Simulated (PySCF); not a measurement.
C2H3BF2O, SMILES F/C=C/B(F)O.

Geometry: PBE0-D3(BJ)/def2-SVP. The structure was generated by enumeration; whether it is a known compound was not checked. One conformer was computed; it need not be the lowest.

Computed with PBE/def2-TZVP (PySCF).

Symmetry labels are those of the subgroup Cs that the program uses (full group Cs).

Task: List the valence orbital energies around the gap with their symmetry. (Estimate from the structure and the level; the computed values follow.)

Result: 
```json
[
 {"orbital": "HOMO−7", "symmetry": "A\"", "energy (eV)": "-11.69"},
 {"orbital": "HOMO−6", "symmetry": "A\"", "energy (eV)": "-10.86"},
 {"orbital": "HOMO−5", "symmetry": "A'", "energy (eV)": "-10.63"},
 {"orbital": "HOMO−4", "symmetry": "A'", "energy (eV)": "-9.62"},
 {"orbital": "HOMO−3", "symmetry": "A'", "energy (eV)": "-9.12"},
 {"orbital": "HOMO−2", "symmetry": "A\"", "energy (eV)": "-8.69"},
 {"orbital": "HOMO−1", "symmetry": "A'", "energy (eV)": "-8.33"},
 {"orbital": "HOMO", "symmetry": "A\"", "energy (eV)": "-6.88"},
 {"orbital": "LUMO", "symmetry": "A\"", "energy (eV)": "-1.95"},
 {"orbital": "LUMO+1", "symmetry": "A'", "energy (eV)": "-0.17"},
 {"orbital": "LUMO+2", "symmetry": "A'", "energy (eV)": "0.96"},
 {"orbital": "LUMO+3", "symmetry": "A\"", "energy (eV)": "1.33"}
]
```
